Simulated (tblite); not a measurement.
Species: C4H13NOSi.
Numbering: `[CH3:1][CH2:2][N:3]([CH3:4])[SiH2:5][O:6][CH3:7]` (hydrogens: H8, H9, H10 on C1; H11, H12 on C2; H13, H14, H15 on C4; H16, H17 on Si5; H18, H19, H20 on C7)

Computed with GFN2-xTB (tblite), gas phase: L-BFGS steps from a force-field or distance-geometry start until the largest atomic force falls under 0.01 eV/Å.

The end geometry, which sets the zero of energy:
```
atom  x, y, z in Å
C1     -2.4801    1.0580    0.1373
C2     -1.7449    0.2552   -0.9356
N3     -0.5308   -0.3677   -0.4772
C4     -0.7322   -1.5298    0.3554
Si5     0.8980    0.5695   -0.4371
O6      2.0425   -0.5361   -0.1174
C7      3.4036   -0.2736   -0.0147
H8     -1.8202    1.8221    0.5391
H9     -2.8025    0.4123    0.9501
H10    -3.3570    1.5375   -0.2904
H11    -2.4120   -0.5221   -1.3277
H12    -1.4835    0.9250   -1.7566
H13    -1.3817   -2.2417   -0.1620
H14     0.2300   -1.9976    0.5399
H15    -1.1914   -1.2825    1.3187
H16     0.9762    1.6405    0.5770
H17     1.0662    1.1716   -1.7638
H18     3.6056    0.4361    0.7916
H19     3.9179   -1.2120    0.1974
H20     3.7913    0.1461   -0.9463
```

Task: These geometries come from the run, each turned onto the end geometry. Order them by energy, lowest first.
A.
```
atom  x, y, z in Å
C1     -2.4787    1.0934    0.0755
C2     -1.7499    0.2146   -0.9414
N3     -0.5326   -0.3733   -0.4443
C4     -0.7282   -1.5168    0.4146
Si5     0.8928    0.5682   -0.4013
O6      2.0526   -0.5542   -0.2246
C7      3.4066   -0.2867   -0.0587
H8     -1.8101    1.8760    0.4232
H9     -2.8063    0.5086    0.9305
H10    -3.3527    1.5494   -0.3824
H11    -2.4172   -0.5902   -1.2737
H12    -1.4956    0.8260   -1.8096
H13    -1.2883   -2.2889   -0.1210
H14     0.2418   -1.9172    0.6919
H15    -1.2742   -1.2633    1.3297
H16     1.0214    1.5583    0.6893
H17     0.9960    1.2676   -1.6845
H18     3.5922    0.1602    0.9213
H19     3.9553   -1.2266   -0.1350
H20     3.7701    0.4055   -0.8219
```
B.
```
atom  x, y, z in Å
C1     -2.3564    1.2135   -0.0004
C2     -1.7754    0.1531   -0.9329
N3     -0.5420   -0.4291   -0.4591
C4     -0.7157   -1.6058    0.3602
Si5     0.8329    0.5741   -0.2999
O6      2.0164   -0.5293   -0.1704
C7      3.3740   -0.2576   -0.0421
H8     -1.6986    2.0765    0.0344
H9     -2.4484    0.8132    1.0060
H10    -3.3406    1.5294   -0.3390
H11    -2.5057   -0.6509   -1.0626
H12    -1.5914    0.5987   -1.9145
H13    -1.2621   -2.3665   -0.2035
H14     0.2597   -2.0030    0.6268
H15    -1.2757   -1.3997    1.2791
H16     0.8958    1.4990    0.8494
H17     0.9047    1.3714   -1.5270
H18     3.6167    0.0329    0.9850
H19     3.9318   -1.1610   -0.3007
H20     3.6749    0.5520   -0.7111
```
C.
```
atom  x, y, z in Å
C1     -2.3077    1.2691   -0.0149
C2     -1.7825    0.1531   -0.9230
N3     -0.5772   -0.4796   -0.4405
C4     -0.7916   -1.6656    0.3526
Si5     0.8259    0.4894   -0.2981
O6      2.0594   -0.5706   -0.2083
C7      3.3961   -0.2042   -0.0446
H8     -1.7362    2.1830   -0.1589
H9     -2.1881    0.9623    1.0224
H10    -3.3586    1.4706   -0.2159
H11    -2.5487   -0.6167   -1.0441
H12    -1.5737    0.5528   -1.9171
H13    -1.3245   -2.4171   -0.2289
H14     0.1693   -2.0757    0.6344
H15    -1.3768   -1.4699    1.2558
H16     0.8747    1.4035    0.8871
H17     0.9477    1.3521   -1.4843
H18     3.5996    0.0446    1.0021
H19     4.0454   -1.0347   -0.3353
H20     3.6424    0.6646   -0.6627
```
D.
```
atom  x, y, z in Å
C1     -2.5049    1.0541    0.0931
C2     -1.7338    0.2410   -0.9464
N3     -0.5238   -0.3600   -0.4488
C4     -0.7329   -1.5001    0.4119
Si5     0.9033    0.5799   -0.4021
O6      2.0503   -0.5376   -0.1392
C7      3.4159   -0.2945   -0.0529
H8     -1.8708    1.8452    0.4839
H9     -2.8264    0.4230    0.9177
H10    -3.3857    1.4992   -0.3626
H11    -2.3833   -0.5512   -1.3384
H12    -1.4608    0.8988   -1.7733
H13    -1.3509   -2.2415   -0.1025
H14     0.2296   -1.9452    0.6450
H15    -1.2307   -1.2304    1.3497
H16     0.9907    1.6235    0.6398
H17     1.0535    1.2168   -1.7138
H18     3.6578    0.2279    0.8763
H19     3.9353   -1.2537   -0.0695
H20     3.7626    0.3155   -0.8902
```
E.
```
atom  x, y, z in Å
C1     -2.0083    1.2715    0.0359
C2     -1.7197    0.1806   -1.0209
N3     -0.6194   -0.6935   -0.6507
C4     -0.9837   -1.7057    0.3316
Si5     0.8128    0.2027   -0.3684
O6      2.1236   -0.7594   -0.3056
C7      3.2677   -0.0024   -0.0205
H8     -1.6388    2.2429   -0.2997
H9     -1.4888    0.9953    0.9527
H10    -3.0621    1.3748    0.3033
H11    -2.5858   -0.4625   -1.1733
H12    -1.4454    0.6280   -1.9810
H13    -1.4369   -2.5847   -0.1484
H14    -0.0835   -2.0128    0.8656
H15    -1.6893   -1.2893    1.0609
H16     0.8343    0.9060    0.9187
H17     0.9879    1.1292   -1.4848
H18     3.3264    0.2380    1.0473
H19     4.1232   -0.5974   -0.3181
H20     3.2809    0.9494   -0.5668
```

Result: D (0.003 eV), A (0.007 eV), B (0.033 eV), C (0.073 eV), E (0.471 eV).

In the order of the answer:

```json
{"step": "109", "E above end (eV)": "0.003", "largest force (eV/Å)": "0.02", "rms force component (eV/Å)": "0.004", "rms distance from end (Å)": "0.105", "rms bond change (Å)": "0.000", "bond most changed (Å)": "Si5–H17 -0.001"}
{"step": "88", "E above end (eV)": "0.007", "largest force (eV/Å)": "0.03", "rms force component (eV/Å)": "0.010", "rms distance from end (Å)": "0.152", "rms bond change (Å)": "0.001", "bond most changed (Å)": "Si5–H17 -0.002"}
{"step": "51", "E above end (eV)": "0.033", "largest force (eV/Å)": "0.07", "rms force component (eV/Å)": "0.027", "rms distance from end (Å)": "0.312", "rms bond change (Å)": "0.002", "bond most changed (Å)": "C2–N3 +0.004"}
{"step": "30", "E above end (eV)": "0.073", "largest force (eV/Å)": "0.35", "rms force component (eV/Å)": "0.086", "rms distance from end (Å)": "0.395", "rms bond change (Å)": "0.006", "bond most changed (Å)": "Si5–H16 +0.021"}
{"step": "8", "E above end (eV)": "0.471", "largest force (eV/Å)": "0.43", "rms force component (eV/Å)": "0.140", "rms distance from end (Å)": "0.625", "rms bond change (Å)": "0.008", "bond most changed (Å)": "C1–C2 +0.018"}
```

What follows is the cost of the whole relaxation. On an Arm Neoverse N1 with one thread, no GPU (shared host), this took 1.8 s.
